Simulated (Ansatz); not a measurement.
Isolated molecules relaxed with PBE0-D4/def2-TZVP in Ansatz; ΔE leaves out vibrations. CCSD(T)/CBS adds triple-zeta CCSD(T) − MP2 to the extrapolated MP2 energy (def2 sets, frozen cores). This one scheme is used for every species. Each species was taken in one conformer, which may not be the lowest.

Reaction (formal exchange of groups at a B–O bond): `BBO[SiH](C)F` + CH₄ → `BBC` + `C[SiH](O)F`

`BBO[SiH](C)F`:

Z-matrix (Å, degrees):
```
Si
C 1 1.842
F 1 1.595 2 109.2
O 1 1.646 2 109.2 3 116.8
H 1 1.482 2 114.5 3 -120.2
H 2 1.092 1 110.7 3 60.1
H 2 1.093 1 110.5 3 -180.0
H 2 1.092 1 110.6 3 -60.1
B 4 1.360 1 131.6 2 140.1
B 9 1.670 4 123.6 1 177.4
H 9 1.216 4 118.0 1 -3.0
H 10 1.200 9 122.0 4 91.6
H 10 1.199 9 121.9 4 -93.1
```

CH₄:

```xyz
5

C     0.000    0.000    0.000
H    -0.327    1.032   -0.127
H    -0.303   -0.586   -0.867
H    -0.454   -0.418    0.898
H     1.085   -0.028    0.095
```

`BBC`:

```xyz
9

B    -1.494    0.361   -0.497
B    -0.112    0.347    0.383
C     1.170   -0.518    0.149
H    -1.648    1.086   -1.442
H    -2.437   -0.326   -0.212
H    -0.069    1.122    1.311
H     1.091   -1.307   -0.600
H     1.957    0.177   -0.178
H     1.542   -0.943    1.086
```

`C[SiH](O)F`:

Cartesian coordinates in Å:
```
C 1.102 -0.185 -0.294
Si -0.739 -0.020 -0.207
O -1.310 0.016 1.324
F -1.128 1.339 -0.960
H 1.436 -0.209 -1.334
H 1.429 -1.107 0.192
H 1.601 0.656 0.197
H -1.466 -1.121 -0.869
H -0.925 0.632 1.949
```

```tsv
species	CCSD(T)/CBS(def2) energy (Eh)
`BBO[SiH](C)F`	-556.02948
CH₄	-40.46206
`BBC`	-91.20122
`C[SiH](O)F`	-505.24344
```

**Question.** Work out ΔE.

**Answer.** ΔE = (-91.20122) + (-505.24344) − (-556.02948) − (-40.46206) = 0.04688 Eh = +1.28 eV.

Largest T1 diagnostic among the species: 0.012.

At CCSD(T), def2-SVP lies +0.20 eV from the extrapolated value and def2-TZVPP +0.03 eV. Leaving LDA and LC-ωPBE aside and taking each functional with its dispersion term where it has one, the values, not all of them listed here, spread over 0.18 eV, from PBE-D4 to BHLYP-D4.
